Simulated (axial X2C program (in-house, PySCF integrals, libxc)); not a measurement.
**Testing model relations on InSn⁻**

A bond curve at the r2SCAN0 level, two-component, was computed with an axial X2C code built on PySCF integrals (basis Sn dyall-av3z [12s13p10d2f], In dyall-av3z [12s13p10d2f] (cores contracted in-house)) for the state Ω = 1 (⟨Sz⟩ = 1.01, ⟨Lz⟩ = -0.01 at r2SCAN0). Its fit gives Re = 2.8371 Å, ωe = 158.2 cm⁻¹, ωexe = 0.341 cm⁻¹ and αe = 1.062e-04 cm⁻¹; the masses are 119.9022 and 114.9039 u. Two-component means X2C with spin–orbit coupling and atomic mean-field Coulomb and Gaunt terms.

Q: Find the reduced mass, Be and the force constant.

A: From the r2SCAN0 values: μ = 58.6749 u. Be = 16.8576/(μ Re²) = 0.03569 cm⁻¹. k = 5.8918×10⁻⁷ μ ωe² = 0.865 mdyn/Å.

Q: Where do the fundamental and the first overtone lie?

A: ν(1←0) = ωe − 2ωexe = 157.5 cm⁻¹; ν(2←0) = 2ωe − 6ωexe = 314.4 cm⁻¹.

Q: A Morse curve ties αe to the other constants (Pekeris). How well does that hold?

A: αe(Morse) = 6Be²/ωe × (√(ωexe/Be) − 1) = 1.010e-04 cm⁻¹; the r2SCAN0 curve gives 1.062e-04 cm⁻¹, a ratio of 0.95.

Q: Estimate the centrifugal constant by the Kratzer relation.

A: D = 4Be³/ωe² = 7.27e-09 cm⁻¹.

Occupations by symmetry block were frozen at the best pattern of an incomplete PBE0 search. Density functionals use the spin component along the axis (collinear). Other states lie close and PBE0, whose exact exchange favours high spin, may order them wrongly; the determinant shown need not be the ground state. The nearest other 2c determinant of the search, Ω = 2, lies 0.06 eV up at the distance of the search. With several unpaired electrons one determinant need not be a pure state. Open-shell Ω = 0 determinants with evenly filled partner blocks cannot be reached by this program, so the Ω shown need not be the lowest component. This is the Ω = 1 component of a π² triplet; the 0⁺ component is not one determinant and can lie lowest. The highest occupied level of some functionals is positive through self-interaction error; at Hartree–Fock it is bound.
